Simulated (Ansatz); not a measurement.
(H2In-mu-F)2 (In₂H₄F₂), relaxed as a singlet with RKS B3LYP-D4/def2-SVP in Ansatz, starting from the GFN2-xTB geometry. Force threshold 0.02 eV/Å.

In the def2 sets In takes a core potential; there is no spin–orbit coupling.

Start:

```csv
atom,x (Å),y (Å),z (Å)
In1,0.5355,-1.6431,0.3594
H2,-0.0728,-2.6891,-0.7989
H3,1.4694,-1.6055,1.7485
F4,-1.1195,-0.1963,0.7494
In5,-0.5351,1.6437,-0.3587
H6,0.0846,2.6696,0.8117
H7,-1.4721,1.6301,-1.7470
F8,1.1100,0.1905,-0.7645
```

```tsv
step	energy (eV)	largest force component (eV/Å)	SCF passes
1	-15848.1132	1.045	24
2	-15848.2258	0.327	27
3	-15848.2498	0.031	28
4	-15848.2501	0.006	21
```

Force components are those of the run's own axes.

End:

```tsv
atom	x (Å)	y (Å)	z (Å)
In1	0.514	-1.584	0.347
H2	-0.104	-2.655	-0.837
H3	1.472	-1.553	1.766
F4	-1.090	-0.193	0.732
In5	-0.514	1.584	-0.347
H6	0.113	2.640	0.847
H7	-1.474	1.573	-1.764
F8	1.082	0.187	-0.744
```

By distances, no bond broke or formed. The bond that changes most is In1–F4, from 2.23 to 2.16 Å (atoms count from 1).

No frequencies were taken in this run, so the end may be a saddle point.

It took 17 s on 2 threads of Arm Neoverse V1 on a shared host.
